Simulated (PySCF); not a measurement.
A species of formula C6H9N has this rotational fingerprint, computed with CAM-B3LYP/def2-SVPD in PySCF (dipole) on a GFN2-xTB geometry, gas phase:

- Rotational constants: A = 6347, B = 2054, C = 1583 MHz
- Dipole components: |μa| = 0.00 D, |μb| = 1.98 D, |μc| = 0.00 D
- Inertial defect: -6.29 u·Å²
- κ: -0.80

Task: Which structure is it? (One computed conformer of each.)
A. `[H]/[N:1]=[CH:2]/[C@@H:3]1[CH2:4][C:5]12[CH2:6][CH2:7]2` with N1–C2–C3–C4 -148°
B. 2,5-dimethylpyrrole (`Cc1ccc(C)[nH]1`)
C. `[CH2:1]=[CH:2][CH2:3]/[CH:4]=[N:5]/[CH:6]=[CH2:7]` with C1–C2–C3–C4 -113°, C2–C3–C4–N5 -110°, C4–N5–C6–C7 -179°
D. `[CH:1]#[C:2][C@:3]1([CH3:4])[CH2:5][CH2:6][NH:7]1` with C2–C3–C5–C6 -103°, C3–C5–C6–N7 -12°, C5–C6–N7–C3 13°, C2–C3–N7–C6 102°
E. `[CH3:1]/[CH:2]=[C:3](/[CH3:4])[CH2:5][C:6]#[N:7]` with C2–C3–C5–C6 78°

Result: B. It is Cc1ccc(C)[nH]1, an asymmetric top, point group C2v. The candidates at the same level (rigid rotor, commonest isotopes):

```csv
SMILES,A (MHz),B (MHz),C (MHz),μa (D),μb (D),μc (D),Δ (u·Å²),point group,rotor
C/C=C(/C)CC#N,3123,2270,1528,3.32,0.75,2.04,-53.71,C1,asymmetric top
C=CC/C=N/C=C,11908,986.6,974.4,0.78,0.52,1.09,-36.07,C1,near-prolate asymmetric top
Cc1ccc(C)[nH]1,6347,2054,1583,0.00,1.98,0.00,-6.29,C2v,asymmetric top
C#C[C@]1(C)CCN1,3912,2451,1976,0.18,0.73,0.52,-79.61,C1,asymmetric top
[H]/N=C/[C@@H]1CC12CC2,5648,1744,1565,1.47,0.11,1.66,-56.29,C1,near-prolate asymmetric top
```

`C#C[C@]1(C)CCN1` has A 38 % too low; `[H]/N=C/[C@@H]1CC12CC2` has B 15 % too low; `C/C=C(/C)CC#N` has A 51 % too low; `C=CC/C=N/C=C` has A 88 % too high. In the right answer the symmetry axis of this C2v structure is b, so μa and μc vanish by symmetry. No structure here is proved a minimum.
